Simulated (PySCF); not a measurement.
C$_{3}$H$_{9}$SeSi, doublet, at a GFN2-xTB geometry. Base run: PySCF with HF/6-31G.

Here is a job for PySCF.
```python
from pyscf import gto, scf

mol = gto.M(
    atom='''
C    -0.76446931    1.38227735   -1.66547708
Si   -0.19635877   -0.20186911   -0.77004154
C     1.35620887   -0.93436835   -1.59892814
C    -1.60254119   -1.48707637   -0.69955950
Se    0.35592034    0.36590839    1.39577896
H    -1.03758786    1.17054236   -2.69410661
H    -1.62721545    1.81949401   -1.17220591
H     0.02454878    2.12805111   -1.67429123
H     1.70101109   -1.81628711   -1.06776293
H     1.15062495   -1.21987870   -2.62543836
H     2.16887662   -0.21442966   -1.60700013
H    -1.90234878   -1.79018813   -1.69742864
H    -2.47463344   -1.08185854   -0.19551649
H    -1.29073474   -2.37515889   -0.15836460
''',
    basis='6-31g',
    spin=1,
    verbose=4,
)

mf = scf.UHF(mol)
mf.kernel()
mf.analyze()
```

Each row names what was changed in the base input (with any setting that the change needs).

```json
[
 {"change": "base", "basis functions": "85", "E (Eh)": "-2807.20720", "HOMO (eV)": "-8.80", "dipole (D)": "2.77"},
 {"change": "basis = x2c-SVPall; relativity = none", "basis functions": "137", "E (Eh)": "-2794.92996", "HOMO (eV)": "-9.02", "dipole (D)": "2.22"},
 {"change": "basis = ANO-RCC-VDZP; relativity = spin-free X2C", "basis functions": "132", "E (Eh)": "-2836.63252", "HOMO (eV)": "-8.91", "dipole (D)": "2.18"},
 {"change": "basis = jorge-DZP-DKH; relativity = spin-free X2C", "basis functions": "157", "E (Eh)": "-2836.44250", "HOMO (eV)": "-8.78", "dipole (D)": "2.26"},
 {"change": "basis = x2c-SVPall; relativity = spin-free X2C; nucleus = Gaussian (with nucmod='G')", "basis functions": "137", "E (Eh)": "-2835.95005", "HOMO (eV)": "-8.88", "dipole (D)": "2.05"},
 {"change": "basis = x2c-SVPall; relativity = spin-free X2C", "basis functions": "137", "E (Eh)": "-2835.96444", "HOMO (eV)": "-8.88", "dipole (D)": "2.05"},
 {"change": "basis = jorge-DZP-DKH; relativity = none", "basis functions": "157", "E (Eh)": "-2801.06637", "HOMO (eV)": "-8.86", "dipole (D)": "2.36"},
 {"change": "basis = ANO-RCC-VDZP; relativity = none", "basis functions": "132", "E (Eh)": "-2788.94387", "HOMO (eV)": "-9.03", "dipole (D)": "2.30"},
 {"change": "basis = ANO-RCC-VDZP; relativity = spin-free X2C; nucleus = Gaussian (with nucmod='G')", "basis functions": "132", "E (Eh)": "-2836.61360", "HOMO (eV)": "-8.91", "dipole (D)": "2.18"},
 {"change": "basis = jorge-DZP-DKH; relativity = spin-free X2C; nucleus = Gaussian (with nucmod='G')", "basis functions": "157", "E (Eh)": "-2836.42594", "HOMO (eV)": "-8.78", "dipole (D)": "2.26"}
]
```

Absolute energies of different levels of theory aren't comparable as measures of quality.

Open shells are given as the SCF converged; they aren't shown to be the lowest states, and a large step between rows can be another state.

Basis sets contracted for a relativistic Hamiltonian are a mismatch without it, so the rows without relativity aren't non-relativistic limits. No row has spin-orbit coupling; sets with core potentials leave out the core electrons.
